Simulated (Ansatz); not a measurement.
System: C3H3F3, net charge 0, singlet state. 
Structure (B3LYP-D3(BJ)/def2-TZVP (Ansatz, a quantum-chemistry and plane-wave program) minimum search):
```xyz
9

C      2.0913    -0.0935    -0.2724
C      0.9113    -0.6893    -0.2866
C     -0.3683     0.0074     0.0456
F     -0.2004     1.3036     0.3612
F     -0.9862    -0.5842     1.0928
F     -1.2336    -0.0445    -0.9922
H      2.9913    -0.6393    -0.5204
H      2.1956     0.9516    -0.0142
H      0.7883    -1.7342    -0.5425
```
Charge 0, spin multiplicity 1.

Total electronic energies in hartree. Correlated levels leave the core frozen unless marked. No spin-orbit coupling. No relativistic terms. CBS marks a two-point X^-3 extrapolation of the correlation energy; Hartree-Fock from the larger set. [CCSD(T)-MP2]/basis is that difference in the basis named.

```json
[
 {"level": "wB97M-V/def2-TZVPD", "program": "Ansatz", "energy (Eh)": "-415.70415"},
 {"level": "MP2/aug-cc-pVTZ", "program": "Ansatz", "energy (Eh)": "-415.07285"},
 {"level": "RI-MP2/cc-pVQZ", "program": "Ansatz", "energy (Eh)": "-415.17257"},
 {"level": "CCSD/cc-pwCVTZ", "program": "Ansatz", "energy (Eh)": "-415.08495"},
 {"level": "CCSD/aug-cc-pVQZ", "program": "Ansatz", "energy (Eh)": "-415.19442"},
 {"level": "CCSD(T)/6-31G*", "program": "Ansatz", "energy (Eh)": "-414.59442"},
 {"level": "CCSD(T)/cc-pwCVTZ", "program": "Ansatz", "energy (Eh)": "-415.13210"},
 {"level": "RI-MP2/CBS(cc-pVTZ,cc-pVQZ)+[CCSD(T)-MP2]/cc-pVQZ", "program": "Ansatz", "energy (Eh)": "-415.3069"},
 {"level": "CCSD(T)/CBS(aug-cc-pVTZ,aug-cc-pVQZ)", "program": "Ansatz", "energy (Eh)": "-415.3060"}
]
```

Totals of different functionals don't rank their quality; only differences between species are comparable.
